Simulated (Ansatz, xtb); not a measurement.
Relaxing a trial structure of BGeH4Si

The starting geometry of this gas-phase doublet was built from a drawn formula by distance geometry and a force field; its bonds are those of `[BH]1[SiH][GeH2]1`.

```xyz
7

B     2.0692    1.7036   -1.8186
Ge    2.5657   -0.3145   -2.0585
Si    1.6938    0.8768   -3.5996
H     1.9839    2.6953   -1.0947
H     0.2507    0.6624   -3.6790
H     4.1197   -0.4553   -2.0428
H     1.6328   -1.2236   -1.2356
```

Predict what becomes of its bonds when it is optimised with r2SCAN-D4/def2-SVP.

It keeps its bonds, and is `[BH]1[SiH][GeH2]1`.

The energy falls by 0.52 eV over 11 steps:

```tsv
step	E − E(last) (eV)
1	0.520
2	0.091
3	0.028
4	0.004
5	0.002
7	0.001
8	0.000
9	0.000
10	0.000
11	0.000
```

Final geometry (Å):

```xyz
7

B     1.9562    1.7880   -1.9137
Ge    2.5393   -0.3498   -2.0040
Si    1.5865    1.0110   -3.6175
H     2.1704    2.6192   -1.0759
H     0.1362    0.7387   -3.9094
H     4.0679   -0.4587   -1.8977
H     1.8593   -1.4037   -1.1108
```

From the same start GFN2-xTB ends elsewhere, at `[SiH2][BH][GeH]`.

No frequencies were run, so the end isn't proven a minimum. Open shells are spin-unrestricted. Run with Ansatz 0.2.0, 92 s on 1 thread of Intel(R) Xeon(R) Platinum 8375C CPU @ 2.90GHz (Ice Lake), with other jobs on the host.
